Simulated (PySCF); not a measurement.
**Electron correlation in Ru²⁺ (ruthenium, charge +2)**

[Kr] 4d5 5s1, 5s spin antiparallel (an excited configuration). Calculation: PySCF 2.14, in x2c-QZVPPall; the spin-free X2C one-electron Hamiltonian (Gaussian nucleus). Frozen: [Kr]; 6 electrons correlated.

MP2 pair energies summed by pair of shells (mhartree):

```json
{"pair": "4d-4d", "energy": "-62.21", "share (%)": "65.0"}
{"pair": "4d-5s", "energy": "-33.57", "share (%)": "35.0"}
```

Total MP2 correlation energy: -95.78 mhartree.

Same-spin part -62.21 and opposite-spin part -33.57 mhartree; SCS-MP2 scales them by 1/3 and 6/5 to -61.02 mhartree.
